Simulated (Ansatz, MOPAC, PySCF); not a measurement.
C2H4 (SMILES C=C) and C2H6O (SMILES COC) are pulled apart as rigid monomers along the line of their centres of mass, from the B3LYP-D3(BJ)/def2-TZVP minimum. Starting geometry (charge 0, multiplicity 1):
```csv
atom,x (Å),y (Å),z (Å)
C,0.5184,-0.5038,0.2877
C,-0.3977,0.4366,0.4691
H,0.8600,-0.7904,-0.6998
H,0.9667,-1.0288,1.1230
H,-0.7351,0.7185,1.4592
H,-0.8421,0.9575,-0.3710
C,0.7041,0.7651,4.1455
O,-0.6542,0.4853,3.8856
C,-0.9657,-0.8820,4.0416
H,1.3642,0.2196,3.4592
H,0.9757,0.5009,5.1757
H,0.8502,1.8342,4.0008
H,-0.3849,-1.5068,3.3511
H,-2.0249,-1.0024,3.8206
H,-0.7711,-1.2208,5.0674
```

Interaction energies with rigid monomers; basis-set methods are counterpoise corrected unless marked otherwise.

Rows in 6-31G* carry no dispersion term and start afresh at each structure (6-31G* with six Cartesian d functions). The state that AM1 reach isn't checked.

The values were computed with Ansatz (an electronic-structure program) with Gaussian orbitals; MOPAC for AM1 (differences of heats of formation); PySCF for 6-31G* rows, the dispersion terms. 

```tsv
H5···O8 (Å)	AM1 (meV)	r2SCAN-D4/def2-TZVPPD (meV)	B3LYP/6-31G* (meV)	B3LYP/6-31G* (no counterpoise) (meV)	PBE0-D3(BJ)/def2-TZVPPD (meV)
2.20	-5.7	-53.6	46.9	-29.4	…
2.44	-17.9	-75.5	3.6	-61.5	-87.5
2.80	-8.3	-64.1	-10.1	…	-77.2
3.40	-1.6	-34.1	-6.0	-24.9	-43.0
4.37	-1.8	-11.7	-2.5	-3.5	-14.1
```

**Question.** Some entries are withheld; supply them.

**Answer.** 
- 2.80, B3LYP/6-31G* (no counterpoise) (meV): -58.1
- 2.20, PBE0-D3(BJ)/def2-TZVPPD (meV): -63.5
